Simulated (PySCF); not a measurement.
A structure optimised at ωB97X-D3(BJ)/def2-SVP, used in a PySCF frequency run:

```xyz
11

C     -2.2260    -0.4257     0.2058
N     -1.1637     0.0569    -0.6573
Ge     0.5138     0.3784    -0.0383
O      1.3329    -1.0719     0.6166
H     -2.1201     0.0244     1.2068
H     -3.2167    -0.1254    -0.1772
H     -2.2345    -1.5245     0.3440
H     -1.2539    -0.2336    -1.6251
H      1.3139     0.9418    -1.2250
H      0.4266     1.2945     1.1827
H      1.4814    -1.7549    -0.0468
```
Charge 0, spin multiplicity 1.

Problem. Write its SMILES and formula.

Solution. C[NH][GeH2][OH], CH7GeNO

Problem. What are its rotational constants (standard atomic weights)?

Solution. 8.8509, 3.0717, 2.5510 GHz
